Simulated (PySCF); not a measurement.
The dipole of `C#C[BH2-][PH3+]` from its density and from atomic charges.

Coordinates (PBE0-D3(BJ)/def2-SVP, Å) and charges (e) from the PBE0/pcSseg-1 density (PySCF):

```json
{"atom": "C1", "x": "2.378", "y": "-0.468", "z": "0.084", "Mulliken": "-0.3314", "IAO": "-0.2719", "Hirshfeld": "-0.1477", "ESP-fitted": "-0.4463"}
{"atom": "C2", "x": "1.359", "y": "0.194", "z": "0.178", "Mulliken": "-0.0223", "IAO": "-0.1164", "Hirshfeld": "-0.1293", "ESP-fitted": "-0.1377"}
{"atom": "B3", "x": "0.013", "y": "0.974", "z": "0.274", "Mulliken": "-0.1409", "IAO": "-0.4579", "Hirshfeld": "-0.0792", "ESP-fitted": "+0.1651"}
{"atom": "P4", "x": "-1.312", "y": "-0.366", "z": "-0.232", "Mulliken": "+0.0925", "IAO": "+0.5778", "Hirshfeld": "+0.3248", "ESP-fitted": "+0.2866"}
{"atom": "H5", "x": "3.293", "y": "-1.026", "z": "0.011", "Mulliken": "+0.0677", "IAO": "+0.1905", "Hirshfeld": "+0.0816", "ESP-fitted": "+0.2975"}
{"atom": "H6", "x": "-0.337", "y": "1.303", "z": "1.397", "Mulliken": "+0.0283", "IAO": "+0.0237", "Hirshfeld": "-0.0701", "ESP-fitted": "-0.1349"}
{"atom": "H7", "x": "-0.153", "y": "1.857", "z": "-0.553", "Mulliken": "+0.0283", "IAO": "+0.0237", "Hirshfeld": "-0.0701", "ESP-fitted": "-0.1357"}
{"atom": "H8", "x": "-2.677", "y": "0.014", "z": "-0.253", "Mulliken": "+0.0880", "IAO": "+0.0064", "Hirshfeld": "+0.0286", "ESP-fitted": "+0.0267"}
{"atom": "H9", "x": "-1.174", "y": "-0.941", "z": "-1.517", "Mulliken": "+0.0950", "IAO": "+0.0121", "Hirshfeld": "+0.0307", "ESP-fitted": "+0.0394"}
{"atom": "H10", "x": "-1.372", "y": "-1.532", "z": "0.567", "Mulliken": "+0.0949", "IAO": "+0.0120", "Hirshfeld": "+0.0306", "ESP-fitted": "+0.0394"}
```

What dipole does each set of charges give (1 e·Å = 4.803 D), and what does the density give?

The full density gives (-3.55, -2.82, -1.14) D, 4.67 D in size; dipole vectors point from the negative to the positive end.

```csv
scheme,μx,μy,μz,size (D),share of the full size (%),angle to the full dipole (°)
Mulliken,-5.81,-1.12,-0.86,5.98,128,28
IAO,-4.81,-3.38,-1.41,6.04,129,3
Hirshfeld,-3.87,-2.56,-1.09,4.77,102,5
ESP-fitted,-3.59,-2.84,-1.14,4.72,101,0
```

Which set comes closest?

Length of the difference vector: ESP-fitted 0.05 D, Hirshfeld 0.42 D, IAO 1.41 D, Mulliken 2.85 D. Closest: ESP-fitted. ESP charges are fitted to the potential around the molecule, whose slowest-falling term is the dipole's. The schemes that divide the density aren't constrained to reproduce the dipole.

What is left for the Hirshfeld atoms' own dipoles?

The shares of the density sum to the whole, so what Σ q r misses lies in dipoles about the nuclei. The atomic dipoles sum to (-3.55, -2.82, -1.14) − (-3.87, -2.56, -1.09) = (0.32, -0.26, -0.05) D, 0.42 D in size.

With the origin at the mean of the coordinates, (0.002, 0.001, -0.005) Å, which are the largest single terms, by size, of the Mulliken dipole along the direction of the full one?

C1 +2.45, H8 +0.88, H9 +0.83, H10 +0.83, H5 -0.61 D; all 10 atoms together +5.30 D. The single terms depend on the origin, their sum doesn't.

Give the size of the full dipole in other units.

4.67 D = 1.839 au = 0.973 e·Å = 15.59 × 10⁻³⁰ C·m.

Geometry: PBE0-D3(BJ)/def2-SVP; no solvent, vibrations or thermal averaging.
